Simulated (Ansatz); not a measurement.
Reaction (ligand exchange at the Si–O bond): `O[SiH2]O[SiH2][SiH3]` + `N#CN` → `N#CN[SiH2]O` + `O[SiH2][SiH3]`

Calculated with Ansatz (gas phase, PBE0-D4/def2-TZVP geometries, no zero-point term in ΔE). CCSD(T)/CBS is the MP2 limit (def2-TZVPP, def2-QZVPP) plus CCSD(T) − MP2 in def2-TZVPP, frozen cores. This one scheme is used for every species. Functionals use def2-TZVPP. Each species was taken in one conformer, which may not be the lowest.

Task: Is it downhill or uphill in electronic energy at CCSD(T)/CBS, and by how much? (An estimate is asked.)

Result: Computed: Uphill: ΔE = +0.61 eV.

Task: What do these levels give: PBE0-D4, PBE0, CCSD(T)/def2-TZVPP, HF/def2-QZVPP, MP2/CBS(def2), CCSD/CBS(def2)? (Best estimate.)

Result: The calculation gave: PBE0-D4 0.59, PBE0 0.56, CCSD(T)/def2-TZVPP 0.61, HF/def2-QZVPP 0.71, MP2/CBS(def2) 0.60, CCSD/CBS(def2) 0.63 eV.

Largest T1 diagnostic among the species: 0.014.

The D4 term adds +0.05 eV with B3LYP and +0.03 eV with PBE0; it sums over pairs of atoms, weighted by their polarisabilities, and B3LYP, whose exchange is more repulsive, gets the larger term. In def2-TZVPP, CCSD(T) changes the Hartree–Fock value by −0.09 eV (the triples alone add −0.02 eV) and MP2 by −0.11 eV. From PBE to PBE0 (25 % exact exchange), in def2-TZVPP and without D4, ΔE moves by +0.04 eV.

B3LYP here is the variant with VWN-RPA as its local correlation; programs differ in this.
